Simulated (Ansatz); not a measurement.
AlH₅SeO₃, singlet: at a first-order saddle point.

in.yaml

```yaml
crystal:
  periodic: [false, false, false]
  atoms:
    - {symbol: Al, position_ang: [0.455198, -0.089982, 0.049396]}
    - {symbol: O, position_ang: [-0.039295, 1.560696, -0.392967]}
    - {symbol: O, position_ang: [0.817269, -0.278311, 1.696216]}
    - {symbol: O, position_ang: [1.278222, -0.814583, -1.251274]}
    - {symbol: H, position_ang: [-1.319965, 0.919290, -0.576327]}
    - {symbol: Se, position_ang: [-2.091329, -0.494456, -0.317622]}
    - {symbol: H, position_ang: [0.369778, 2.001213, -1.141538]}
    - {symbol: H, position_ang: [1.188699, -1.066445, 2.084408]}
    - {symbol: H, position_ang: [1.753981, -1.640162, -1.209730]}
    - {symbol: H, position_ang: [-2.412457, -0.097260, 1.059338]}
basis:
  gaussian: {orbitals: def2-TZVPP}
hamiltonian: {xc: {name: wB97M-V}}
```

Run by:

```bash
ansatz run in.yaml --threads 8 --pin off --events-out ev --progress --plain --max-ram 19148MiB
```

The run's output (Ansatz 0.2.0):

```
Functional definition: wB97M-V
  name "wB97M-V"
  cite "Mardirossian & Head-Gordon, J. Chem. Phys. 144, 214110 (2016) doi:10.1063/1.4952647"
  cite "Becke, J. Chem. Phys. 107, 8554 (1997) doi:10.1063/1.475007"
  cite "Vydrov & Van Voorhis, J. Chem. Phys. 133, 244103 (2010) doi:10.1063/1.3521275"
  # Of w^i u^j: cxij and so on, Table III.
  parameter omega = 0.3/bohr
  parameter cx = 0.15
  parameter cx01 = 1.007
  parameter cx10 = 0.259
  parameter css00 = 0.443
  parameter css04 = -1.437
  parameter css10 = -4.535
  parameter css20 = -3.390
  parameter css43 = 4.278
  parameter cos00 = 1.000
  parameter cos10 = 1.358
  parameter cos20 = 2.924
  parameter cos21 = -8.812
  parameter cos60 = -1.390
  parameter cos61 = 9.142
  parameter b = 6.0
  parameter c = 0.01
  gx(w, u) = 1 - cx + cx01*u + cx10*w
  gss(w, u) = css00 + css04*u^4 + css10*w + css20*w^2 + css43*w^4*u^3
  gos(w, u) = cos00 + cos10*w + (cos20 + cos21*u)*w^2 + (cos60 + cos61*u)*w^6
  exchange = spin_sum(e_x_unif_sr(omega)*gx(b97_w, b97_u_x)) + cx*exact_x_sr(omega) + exact_x_lr(omega)
  correlation = spin_sum(e_c_pw_mod_same_spin*gss(b97_w, b97_u_same))
      + integral(e_c_pw_mod_opposite_spin*gos(b97_w_opposite, b97_u_opposite)) + vv10(b, c)
1415 factors; their error is unknown
308 factors; integrals over basis functions are off by at most 6.8e-6 eV
mean field evaluation 1: about -78159.0893 eV, gradient 8.5e1 eV
mean field evaluation 2: about -78154.5150 eV, gradient 1.0e2 eV
mean field evaluation 4: about -78170.7073 eV, gradient 2.3e0 eV
mean field evaluation 8: about -78170.7187 eV, gradient 6.7e-2 eV
mean field evaluation 16: about -78170.9667 eV, gradient 1.0e-4 eV
mean field -78170.96665493 eV, -2872.7300383845 hartree, gradient 3.8e-5 eV, S^2 0.000000; 0 other end points of the search recorded, 0 dependent functions left out
reference -78170.96670744 eV, -2872.7300403141 hartree; 38, 38 occupied and 215, 215 virtual orbitals, 1415 factors
Total energy: -78170.96670744 eV, -2872.7300403141 hartree
```

The run took 5.5 s on 8 CPU threads of an Arm Neoverse V2 (shared host), with 0.78 GiB of host memory at its peak.
